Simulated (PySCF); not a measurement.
A structure optimised at TPSSh-D3(BJ)/def2-SVP, used in a PySCF frequency run:

```
C
F 1 1.3241
Cl 1 1.7357 2 113.23
Cl 1 1.7357 2 113.23 3 135.70
```
Charge 0, spin multiplicity 2.

### Question
Write its SMILES, formula and point group.

### Answer
F[C](Cl)Cl, CCl2F, Cs

### Question
What are its rotational constants (standard atomic weights)?

### Answer
7.3276, 3.2349, 2.2743 GHz
